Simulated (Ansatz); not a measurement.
A made-up structure of HSeSO (charge +1), singlet:

O1  (0.553, -0.098, -0.282)
S2  (-0.497, 1.293, -0.175)
Se3  (-0.876, -0.997, -0.166)
H4  (0.820, -0.199, 0.623)
(Å)

It is relaxed with PBE-D4/def2-SVP and then PBE0-D4/def2-TZVP (Ansatz 0.2.0). Atoms count as bonded within 1.22 times the sum of their covalent radii (H–H: 0.88 Å). The end point is not checked to be a true minimum.

**Question.** Does its bonding change? (Judge from chemistry; the calculation decides.)

**Answer.** The calculation gives: No: no bond forms or breaks.

Where it ends: The first stage lowers the energy by 1.32 eV in 7 steps. It ends as HSeSO ([OH]1[S][Se]1), total charge +1:
```xyz
4
angstrom
O 0.6355 -0.0819 -0.2177
S -0.5832 1.1887 -0.2055
Se -1.0900 -0.9429 -0.2515
H 1.0377 -0.1639 0.6746
```

Labels in which every atom is bracketed show which atoms are joined, not bond orders.

For scale, one of the runs: PBE0-D4/def2-TZVP relaxation, 122 basis functions, launched by `ansatz run in.yaml --threads 2 --pin off --events-out ev --progress --plain --max-ram 4352MiB`. The run took about 17 s on 2 CPU threads of an Arm Neoverse V1 (shared host).
